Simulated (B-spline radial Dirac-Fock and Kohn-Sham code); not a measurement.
Elastic and transport cross sections of beryllium for electrons

Model: relativistic (Dirac) partial waves in the static field of the Dirac-Fock atom with Furness-McCarthy exchange, without polarisation or absorption potentials. Program: a B-spline atomic structure program. Below a few hundred eV the neglected polarisation potential matters, most of all at small angles. σ_tr1 and σ_tr2 weight the cross section with 1 − P₁ and 1 − P₂ of cos θ; "backward" is the share scattered beyond 90°.

```
energy (eV)  σ (a₀²)  σ_tr1 (a₀²)  σ_tr2 (a₀²)  σ/σ_tr1  backward (%)
         50     17.4         7.19         8.65     2.42            18
       55.1     16.3         6.36         7.92     2.56            16
       64.5     14.6         5.18         6.81     2.83            14
       73.1        ?            ?            ?        ?             ?
       80.8     12.5         3.83         5.40     3.28            11
       82.5     12.4         3.72         5.28     3.32            11
         84     12.2         3.63         5.18     3.37            11
        100     10.8         2.84         4.26     3.80           9.1
        110     10.1         2.48         3.81     4.07           8.2
        200     6.38         1.01         1.76     6.34           4.3
```

Question: Fill in the row for 73.1 eV.

Answer: σ = 13.4 a₀², σ_tr1 = 4.39 a₀², σ_tr2 = 6.00 a₀², σ/σ_tr1 = 3.07, backward 13 %. The ratio σ/σ_tr1 is roughly the number of elastic collisions that randomise the direction.

Values without a named source are computed, but for edge energies of neutral atoms, which are taken from tables.
